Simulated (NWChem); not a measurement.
System: BSiH₃O₂F₂; SMILES F[SiH](F)B(O)O

NWChem printed, in part:

```
             Northwest Computational Chemistry Package (NWChem) 7.3.0
             --------------------------------------------------------

 C1  symmetry detected

                             Geometry "geometry" -> ""
                             -------------------------

 Output coordinates in angstroms (scale by  1.889725989 to convert to a.u.)

  No.       Tag          Charge          X              Y              Z
 ---- ---------------- ---------- -------------- -------------- --------------
    1 Si                  14.0000    -0.18640486    -0.81023231    -0.40251116
    2 F                    9.0000     1.32888374    -1.35197023    -0.11199929
    3 F                    9.0000    -1.15024022    -1.57023544     0.65736916
    4 B                    5.0000    -0.02864349     1.16902233    -0.01272819
    5 O                    8.0000     1.14761253     1.63352811     0.48514101
    6 O                    8.0000    -1.05337439     2.01866347    -0.24158953
    7 H                    1.0000    -0.58122973    -1.28250835    -1.75503044
    8 H                    1.0000     1.80401295     0.93520324     0.59593144
    9 H                    1.0000    -0.83159460     2.92776418     0.00115557

 Effective nuclear repulsion energy (a.u.)     297.0367438140

                                 NWChem DFT Module
                                 -----------------

 Summary of "ao basis" -> "ao basis" (spherical)
 ------------------------------------------------------------------------------
       Tag                 Description            Shells   Functions and Types
 ---------------- ------------------------------  ------  ---------------------
 Si                         cc-pvdz                  8       18   4s3p1d
 F                          cc-pvdz                  6       14   3s2p1d
 B                          cc-pvdz                  6       14   3s2p1d
 O                          cc-pvdz                  6       14   3s2p1d
 H                          cc-pvdz                  3        5   2s1p

            General Information
            -------------------
          SCF calculation type: DFT
          Wavefunction type:  closed shell.
          No. of atoms     :     9
          No. of electrons :    56
           Alpha electrons :    28
            Beta electrons :    28
          Charge           :     0
          Spin multiplicity:     1
          Use of symmetry is: off; symmetry adaption is: off
          Maximum number of iterations: 150
          AO basis - number of functions:   103
                     number of shells:    47
          Convergence on energy requested:  1.00D-06
          Convergence on density requested:  1.00D-05
          Convergence on gradient requested:  5.00D-04

              XC Information
              --------------
                         PBE0 Method XC Functional
                     Hartree-Fock (Exact) Exchange  0.250
          PerdewBurkeErnzerhof Exchange Functional  0.750
            Perdew 1991 LDA Correlation Functional  1.000 local
           PerdewBurkeErnz. Correlation Functional  1.000 non-local

             Grid Information
             ----------------
          Grid used for XC integration:  medium
          Radial quadrature: Mura-Knowles
          Angular quadrature: Lebedev.
          Tag              B.-S. Rad. Rad. Pts. Rad. Cut. Ang. Pts.
          ---              ---------- --------- --------- ---------
          Si                  1.10       88          11.0       590
          F                   0.50       49          12.0       434
          B                   0.85       49          10.0       434
          O                   0.60       49          11.0       434
          H                   0.35       45          11.0       434
          Grid pruning is: on
          Number of quadrature shells:   468
          Spatial weights used:  Erf1

      Superposition of Atomic Density Guess
      -------------------------------------

 Sum of atomic energies:        -663.16112621

      Non-variational initial energy
      ------------------------------

 Total energy =    -664.806628
 1-e energy   =   -1510.158370
 2-e energy   =     548.314998
 HOMO         =      -0.333743
 LUMO         =       0.010481

     ---------------------------------------------
      Total Density - Mulliken Population Analysis
     ---------------------------------------------

    Atom       Charge   Shell Charges
 -----------   ------   -------------------------------------------------------
    1 Si  14    12.73   2.00  2.01  0.73  0.36  6.00  0.94  0.41  0.27
    2 F    9     9.57   2.00  0.91  1.01  3.51  2.14  0.00
    3 F    9     9.56   2.00  0.91  1.00  3.51  2.14  0.00
    4 B    5     4.68   2.01  0.64  0.38  1.17  0.25  0.23
    5 O    8     8.48   2.00  0.87  0.79  3.06  1.74  0.01
    6 O    8     8.48   2.00  0.87  0.79  3.06  1.74  0.01
    7 H    1     1.11   0.69  0.41  0.01
    8 H    1     0.68   0.53  0.08  0.07
    9 H    1     0.70   0.53  0.09  0.07

   convergence    iter        energy       DeltaE   RMS-Dens  Diis-err
 ---------------- ----- ----------------- --------- --------- ---------
 d= 0,ls=0.0,diis     1   -665.8529724747 -9.63D+02  1.49D-02  1.36D+00
 d= 0,ls=0.0,diis     2   -665.7655388010  8.74D-02  7.34D-03  2.67D+00
 d= 0,ls=0.0,diis     3   -666.0047967950 -2.39D-01  8.94D-04  1.77D-02
 d= 0,ls=0.0,diis     4   -666.0061028981 -1.31D-03  3.17D-04  2.12D-03
 d= 0,ls=0.0,diis     5   -666.0062401404 -1.37D-04  1.09D-04  6.63D-04
  Resetting Diis
 d= 0,ls=0.0,diis     6   -666.0062993437 -5.92D-05  2.30D-05  7.56D-06
 d= 0,ls=0.0,diis     7   -666.0062998648 -5.21D-07  1.97D-05  3.05D-06
 d= 0,ls=0.0,diis     8   -666.0062994504  4.14D-07  1.22D-05  7.70D-06
 d= 0,ls=0.0,diis     9   -666.0063001407 -6.90D-07  7.57D-07  2.14D-08

[...]
```

Level: PBE0/cc-pVDZ. Geometry: optimised at PBE0/def2-SVP.

Which NWChem input produces such a log?

This is not unique; one that fits is the input that was run:
```
start job
memory heap 200 mb stack 900 mb global 1100 mb
geometry units angstroms noautoz
  Si    -0.255696    -0.806304    -0.319311
  F      1.242591    -1.393406    -0.028753
  F     -1.232115    -1.492966     0.778428
  B     -0.020335     1.178052    -0.001184
  O      1.178816     1.615630     0.465485
  O     -1.016334     2.056629    -0.247008
  H     -0.685972    -1.310151    -1.649439
  H      1.810687     0.897729     0.592571
  H     -0.758155     2.964748    -0.039068
end
basis spherical
  * library cc-pvdz
end
dft
  xc pbe0
  iterations 150
  mulliken
end
task dft energy
```
